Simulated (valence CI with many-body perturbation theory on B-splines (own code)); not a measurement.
Values are calculated unless marked as measured or tabulated.
**Basis-set convergence for Ge¹¹⁺**

Level of theory: configuration interaction combined with many-body perturbation theory (CI+MBPT): three valence electrons over a frozen Dirac-Fock core [Ar], radial functions for each j: 7 s, 7 p, 8 d, 6 f, 4 g, 1 h, with the one-electron correlation potential Σ1 (screened to all orders), the two-electron term Σ2, the three-electron term Σ3, Breit, model QED; selected single and double excitations, second order for the rest, scaled by the run's own slope (own B-spline code, finite nucleus).

No measured spectrum was set against this ion. As an estimate, terms of the open shell hold to 2 to 4 % of their energy, and close levels can change places. Only levels of the ground parity were solved; by the run's estimate the other parity begins above the list, which can be wrong where configurations are misplaced.

The reference run has the lowest level 3d³ ⁴F_3/2 and an ionisation energy of 326.364 eV. Its largest variational space holds 4753 state functions.

Names give the largest LS component (configuration and term), which can be under half, so a name can repeat, a term be missing and a line seem to break the LS rules; names also repeat where a configuration has a term twice. Letters in brackets count levels of one name in rising energy.

Changed runs:
A. basis 6 s, 6 p, 5 d, 5 f, 1 g
B. basis 5 s, 5 p, 4 d, 4 f

Excitation energies of the reference run in cm⁻¹, and shifts in cm⁻¹:

| Level | Reference | A | B |
| --- | --- | --- | --- |
| 3d³ ⁴F_5/2 | 2577 | -5.5 | -8.3 |
| 3d³ ⁴F_7/2 | 5735 | -7.4 | -10 |
| 3d³ ⁴F_9/2 | 9221 | -3.5 | -1.4 |
| 3d³ ⁴P_1/2 | 33542 | +189 | +388 |
| 3d³ ⁴P_3/2 | 33588 | +220 | +447 |
| 3d³ ²G_7/2 | 36976 | +332 | +695 |
| 3d³ ⁴P_5/2 | 37738 | +171 | +355 |
| 3d³ ²G_9/2 | 39250 | +330 | +712 |
| 3d³ ²D_3/2 [a] | 46403 | +458 | +850 |
| 3d³ ²P_1/2 | 48408 | +513 | +1041 |
| 3d³ ²H_9/2 | 51533 | +346 | +851 |
| 3d³ ²H_11/2 | 52449 | +351 | +882 |
| Ionisation energy (eV) | 326.364 | -0.048 | -0.060 |
